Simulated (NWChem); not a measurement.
System: C2H6O2Si, singlet; SMILES CO[Si]OC

NWChem printed, in part:

```
             Northwest Computational Chemistry Package (NWChem) 7.3.0
             --------------------------------------------------------

                             Geometry "geometry" -> ""
                             -------------------------

 Output coordinates in angstroms (scale by  1.889725989 to convert to a.u.)

  No.       Tag          Charge          X              Y              Z
 ---- ---------------- ---------- -------------- -------------- --------------
    1 Si                  14.0000     0.93975500    -0.05018600     0.37692000
    2 O                    8.0000    -0.43532000    -0.93844400     0.00638600
    3 C                    6.0000    -0.46869800    -2.35798000    -0.02298200
    4 H                    1.0000     0.50499900    -2.80505000     0.22391200
    5 H                    1.0000    -1.21042100    -2.71941300     0.69808000
    6 H                    1.0000    -0.76233800    -2.69433800    -1.02366000
    7 O                    8.0000     0.36062500     1.49630100     0.24891600
    8 C                    6.0000    -0.93541600     1.99078100    -0.08080800
    9 H                    1.0000    -1.30241600     2.60137700     0.75135300
   10 H                    1.0000    -0.85532500     2.62546300    -0.97006400
   11 H                    1.0000    -1.63968000     1.17700900    -0.27512500

 Effective nuclear repulsion energy (a.u.)     228.3895369877

  xc_inp: hfexch multiplicative factor not found.

                                 NWChem DFT Module
                                 -----------------

 Summary of "ao basis" -> "ao basis" (spherical)
 ------------------------------------------------------------------------------
       Tag                 Description            Shells   Functions and Types
 ---------------- ------------------------------  ------  ---------------------
 Si                          6-31g*                  8       18   4s3p1d
 O                           6-31g*                  6       14   3s2p1d
 C                           6-31g*                  6       14   3s2p1d
 H                           6-31g*                  2        2   2s

            General Information
            -------------------
          SCF calculation type: DFT
          Wavefunction type:  closed shell.
          No. of atoms     :    11
          No. of electrons :    48
           Alpha electrons :    24
            Beta electrons :    24
          Charge           :     0
          Spin multiplicity:     1
          Use of symmetry is: off; symmetry adaption is: off
          Maximum number of iterations: 150
          AO basis - number of functions:    86
                     number of shells:    44
          Convergence on energy requested:  1.00D-06
          Convergence on density requested:  1.00D-05
          Convergence on gradient requested:  5.00D-04

              XC Information
              --------------
                     Hartree-Fock (Exact) Exchange  1.000

      Superposition of Atomic Density Guess
      -------------------------------------

 Sum of atomic energies:        -516.63591552

      Non-variational initial energy
      ------------------------------

 Total energy =    -518.693967
 1-e energy   =   -1164.814079
 2-e energy   =     417.730574
 HOMO         =      -0.278495
 LUMO         =      -0.013200

     ---------------------------------------------
      Total Density - Mulliken Population Analysis
     ---------------------------------------------

    Atom       Charge   Shell Charges
 -----------   ------   -------------------------------------------------------
    1 Si  14    13.01   2.00  2.00  5.97  1.11  0.85  0.72  0.21  0.15
    2 O    8     8.87   2.00  0.93  3.09  0.90  1.94  0.02
    3 C    6     6.22   2.00  0.69  1.83  0.63  1.00  0.05
    4 H    1     0.81   0.48  0.33
    5 H    1     0.80   0.48  0.32
    6 H    1     0.80   0.48  0.32
    7 O    8     8.85   2.00  0.94  3.09  0.88  1.93  0.02
    8 C    6     6.23   2.00  0.70  1.84  0.63  1.01  0.05
    9 H    1     0.80   0.48  0.32
   10 H    1     0.80   0.48  0.32
   11 H    1     0.80   0.48  0.32

   convergence    iter        energy       DeltaE   RMS-Dens  Diis-err
 ---------------- ----- ----------------- --------- --------- ---------
 d= 0,ls=0.0,diis     1   -517.8137282233 -7.46D+02  7.35D-03  6.86D-01
 d= 0,ls=0.0,diis     2   -517.8743343133 -6.06D-02  2.88D-03  2.44D-01
 d= 0,ls=0.0,diis     3   -517.8976637532 -2.33D-02  1.00D-03  6.88D-03
 d= 0,ls=0.0,diis     4   -517.8987996982 -1.14D-03  2.02D-04  1.53D-04
 d= 0,ls=0.0,diis     5   -517.8988376374 -3.79D-05  8.30D-05  1.73D-05
  Resetting Diis
 d= 0,ls=0.0,diis     6   -517.8988427568 -5.12D-06  2.59D-05  1.15D-06
 d= 0,ls=0.0,diis     7   -517.8988432128 -4.56D-07  4.61D-06  9.82D-08

         Total DFT energy =     -517.898843212829
      One electron energy =    -1168.608146262155
           Coulomb energy =      471.736408196871
    Exchange-Corr. energy =      -49.416642135218
 Nuclear repulsion energy =      228.389536987674

 Numeric. integr. density =        0.000000000000

                       DFT Final Molecular Orbital Analysis
                       ------------------------------------

 Vector   22  Occ=2.000000D+00  E=-4.687590D-01
              MO Center= -3.0D-01,  1.1D+00,  7.1D-02, r^2= 3.2D+00
   Bfn.  Coefficient  Atom+Function         Bfn.  Coefficient  Atom+Function
  ----- ------------  ---------------      ----- ------------  ---------------
    56      0.369946   7 O  py               60      0.290525   7 O  py
    70     -0.228518   8 C  py               55      0.227283   7 O  px
    59      0.197719   7 O  px               85      0.195632  11 H  s
    21      0.188361   2 O  px               86      0.181171  11 H  s
    25      0.150680   2 O  px                8     -0.140329   1 Si py

 Vector   23  Occ=2.000000D+00  E=-4.431607D-01
              MO Center= -2.8D-01,  3.0D-01,  6.6D-02, r^2= 4.2D+00
   Bfn.  Coefficient  Atom+Function         Bfn.  Coefficient  Atom+Function
  ----- ------------  ---------------      ----- ------------  ---------------
    57     -0.381787   7 O  pz               23      0.348007   2 O  pz
    61     -0.338695   7 O  pz               27      0.307616   2 O  pz
    71      0.169608   8 C  pz               37     -0.155589   3 C  pz
    50     -0.120108   5 H  s                52      0.120132   6 H  s
    81      0.116933   9 H  s                83     -0.117002  10 H  s

 Vector   24  Occ=2.000000D+00  E=-3.472148D-01
              MO Center=  1.3D+00, -2.5D-01,  4.6D-01, r^2= 2.3D+00
   Bfn.  Coefficient  Atom+Function         Bfn.  Coefficient  Atom+Function
  ----- ------------  ---------------      ----- ------------  ---------------
    10      0.505774   1 Si s                 6      0.415609   1 Si s
     7      0.350586   1 Si px               21     -0.238564   2 O  px
    25     -0.208648   2 O  px                2     -0.196560   1 Si s
    58     -0.151243   7 O  s                11      0.145732   1 Si px
     3     -0.138660   1 Si px               56      0.115878   7 O  py

 Vector   25  Occ=0.000000D+00  E= 8.326441D-02
              MO Center=  9.8D-01, -6.0D-02,  3.9D-01, r^2= 3.6D+00
   Bfn.  Coefficient  Atom+Function         Bfn.  Coefficient  Atom+Function
  ----- ------------  ---------------      ----- ------------  ---------------
    13      0.763697   1 Si pz                9      0.362070   1 Si pz
    27     -0.235506   2 O  pz               61     -0.232396   7 O  pz
    11     -0.198591   1 Si px               57     -0.172308   7 O  pz
    23     -0.167901   2 O  pz                5     -0.153226   1 Si pz
    82      0.099141   9 H  s                84     -0.099234  10 H  s

[...]

                     NWChem Electrostatic Potential Fit Module
                     -----------------------------------------

 Atom parameters

 Number of atoms is                                   11
 Number of basis functions is                         86

 Grid parameters

 Maximum number of grid points is                  42964
 Number of grid points is                          42963
 Grid range                                     0.300000 nm
 Grid spacing                                   0.020000 nm
 Probe radius                                   0.070000 nm
 Atom radius factor                             1.000000

 Atomic radii

    1    0.100000
    6    0.147000
    8    0.136000
   14    0.187000
 FASTESP  F
  using M.O. file = ./job.movecs

    Atom              Coordinates                           Charge

                                                  ESP

    1 Si    0.093976   -0.005019    0.037692    0.115980
    2 O    -0.043532   -0.093844    0.000639   -0.153744
    3 C    -0.046870   -0.235798   -0.002298    0.127250
    4 H     0.050500   -0.280505    0.022391    0.009074
    5 H    -0.121042   -0.271941    0.069808    0.003676
    6 H    -0.076234   -0.269434   -0.102366    0.004118
    7 O     0.036063    0.149630    0.024892   -0.386085
    8 C    -0.093542    0.199078   -0.008081    0.576162
    9 H    -0.130242    0.260138    0.075135   -0.090172
   10 H    -0.085533    0.262546   -0.097006   -0.091147
   11 H    -0.163968    0.117701   -0.027513   -0.115112
                                            ------------
                                               -0.000000

 Dipole moment                                  0.587902

 Quadrupole moment Qxx                         -5.008990
                   Qyy                         10.043173
                   Qzz                         -5.034183

 RMS deviation kJ/mol                           0.117352

 RRMS %                                        69.300801
```

Level: Hartree-Fock/6-31G* (spherical d). Low-valent species are run as closed-shell singlets; no triplet was tried in these runs. The geometry was optimised at B3LYP/6-31G* (spherical d).

Which NWChem input produces such a log?

One answer among several that fit: the input that was run:
```
start job
memory heap 200 mb stack 900 mb global 1100 mb
geometry units angstroms noautosym nocenter noautoz
  Si     0.939755    -0.050186     0.376920
  O     -0.435320    -0.938444     0.006386
  C     -0.468698    -2.357980    -0.022982
  H      0.504999    -2.805050     0.223912
  H     -1.210421    -2.719413     0.698080
  H     -0.762338    -2.694338    -1.023660
  O      0.360625     1.496301     0.248916
  C     -0.935416     1.990781    -0.080808
  H     -1.302416     2.601377     0.751353
  H     -0.855325     2.625463    -0.970064
  H     -1.639680     1.177009    -0.275125
end
basis spherical
  Si library 6-31g*
  O library 6-31g*
  C library 6-31g*
  H library 6-31g*
end
dft
  xc hfexch
  iterations 150
  mulliken
end
task dft energy
esp
  recalculate
  probe 0.07
  range 0.3
  factor 1.0
  spacing 0.02
end
task esp
```
